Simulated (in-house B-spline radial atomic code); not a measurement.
Configurations of F IV (F3+), with energies counted from [He] 2s2 2p2. All numbers are computed (non-relativistic CAM-B3LYP, spin-polarised, spherical fractional occupations, exact exchange averaged over the configuration; point nucleus) with a B-spline radial code for spherical atoms, not measured. Shells without spins written out take the highest spin.

```
   configuration  E - E(ref) (eV)  highest orbital  its <r> (bohr)
[He] 2s1 2p2 3s1           62.229            3s up           2.332
[He] 2s1 2p2 3d1           71.676            3d up           2.331
```

Question: Order these further configurations by energy, lowest first.
A. [He] 2s1 2p3
B. [He] 2s2 2p1 3s1
C. [He] 2s2 2p1 3d1

Answer: A (9.6556 eV), B (52.082 eV), C (61.639 eV).
